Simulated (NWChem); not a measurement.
Molecule: AlH2Cl; SMILES [AlH2][Cl]

All runs: NWChem. Pople sets run with spherical d functions. All runs use the structure optimised with PBE-D3(BJ)/def2-SVP.

For level TPSS/6-31G*:

```yaml
highest occupied level (eV): -7.45
orbital gap (eV): 5.16
dipole (D): 1.52
```

Problem. How do the values read with level TPSS/STO-3G instead?

Solution. highest occupied level (eV): -4.55
orbital gap (eV): 6.88
dipole (D): 2.62
